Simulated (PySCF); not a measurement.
**Atomic charges against the basis set**

C6H7P.
Atom-mapped SMILES: `[PH2:1][c:2]1[cH:3][cH:4][cH:5][cH:6][cH:7]1` (hydrogens: H8, H9 on P1; H10 on C3; H11 on C4; H12 on C5; H13 on C6; H14 on C7)

PBE0 throughout (PySCF), one geometry, spherical d and f functions. Geometry: PBE0-D3(BJ)/def2-SVP, one conformer, isolated molecule. Atoms taken as equivalent share a column and are averaged. The first 7 of 9 kinds of atom are listed.

Mulliken charges (e):

```csv
basis,functions,P1,C2,C3/C7,C4/C6,C5,H8/H9,H10/H14
cc-pVDZ,137,+0.079,-0.196,+0.024,+0.003,-0.005,+0.022,0.000
def2-SVP,137,+0.174,-0.201,-0.015,-0.016,-0.022,+0.004,+0.015
aug-cc-pVDZ,228,-0.628,+0.407,+0.379,+0.761,+0.285,+0.380,-0.692
def2-TZVP,265,-0.111,+0.100,-0.179,-0.128,-0.111,+0.072,+0.116
cc-pVTZ,312,-0.007,-0.041,-0.121,-0.108,-0.125,+0.034,+0.105
IGLO-III,324,+0.274,+0.016,-0.130,-0.098,-0.105,-0.087,+0.081
```

IAO charges (e):

```
      basis  functions      P1      C2   C3/C7   C4/C6      C5   H8/H9  H10/H14
    cc-pVDZ        137  +0.193  -0.169  -0.152  -0.142  -0.152  -0.011   +0.144
   def2-SVP        137  +0.205  -0.173  -0.148  -0.139  -0.148  -0.016   +0.141
aug-cc-pVDZ        228  +0.186  -0.169  -0.157  -0.147  -0.157  -0.007   +0.149
  def2-TZVP        265  +0.213  -0.179  -0.155  -0.146  -0.156  -0.016   +0.148
    cc-pVTZ        312  +0.202  -0.176  -0.155  -0.146  -0.156  -0.013   +0.148
   IGLO-III        324  +0.216  -0.178  -0.157  -0.148  -0.158  -0.017   +0.149
```

Task: Which scheme is steadiest as the basis changes?

Result: Largest range over the bases for any column: IAO 0.03 e, Mulliken 0.90 e. IAO charges move least and Mulliken charges most, counted in e.

Task: How much do the charges still move between the two largest bases, cc-pVTZ and IGLO-III?

Result: At most, over all atoms: Mulliken 0.281 e, IAO 0.014 e.

Task: What do the same runs give for the total energy, the frontier levels and the dipole moment?

Result: 
| basis | energy (Eh) | HOMO (eV) | LUMO (eV) | μ (D) |
| --- | --- | --- | --- | --- |
| cc-pVDZ | -573.7974 | -6.59 | -0.33 | 1.01 |
| def2-SVP | -573.5109 | -6.65 | -0.40 | 1.04 |
| aug-cc-pVDZ | -573.8078 | -6.70 | -0.60 | 1.02 |
| def2-TZVP | -573.8709 | -6.69 | -0.54 | 1.02 |
| cc-pVTZ | -573.8691 | -6.68 | -0.49 | 1.02 |
| IGLO-III | -573.8745 | -6.67 | -0.56 | 0.89 |

The dipole is fixed by the density alone, so its range of 0.15 D shows that the density itself changes with the basis, not only its division among atoms.
